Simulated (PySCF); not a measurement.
All values below come from PBE-D3(BJ)/def2-TZVP // B3LYP-D3(BJ)/def2-TZVP in PySCF. Isolated molecules, 0 K electronic values unless said otherwise. One relaxed conformer stands for a flexible species; it need not be the lowest. 

Reference species (SMILES): `[SH][Al]([SH])[SH]` (neutral, multiplicity 1).

```
Quantity         Result
-------------  --------
HOMO           -6.51 eV
HOMO–LUMO gap   5.01 eV
```

Changed species: `[OH][Al]([OH])[OH]` (0 of 3 OH replaced by SH; the reference has 3 of 3 OH replaced by SH).

Q: What does the change do to the HOMO and HOMO–LUMO gap?

A: the HOMO decreases by 0.77 eV, to -7.28 eV; the HOMO–LUMO gap rises by 0.96 eV, to 5.97 eV.
